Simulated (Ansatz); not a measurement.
Task: Name a neutral molecule of Cl, In, O, Si and H with LUMO energy (ωB97M-V/def2-TZVPP) between -0.55 and -0.25 eV and HOMO–LUMO gap (ωB97M-V/def2-TZVPP) between 10.50 and 10.80 eV (Ansatz, PBE0-D4/def2-TZVP geometry).

Result: `[OH][In]([Cl])[O][SiH3]` (-0.53 eV, 10.51 eV). Other molecules can fit too; these were computed, each in one conformer that needn't be the lowest.
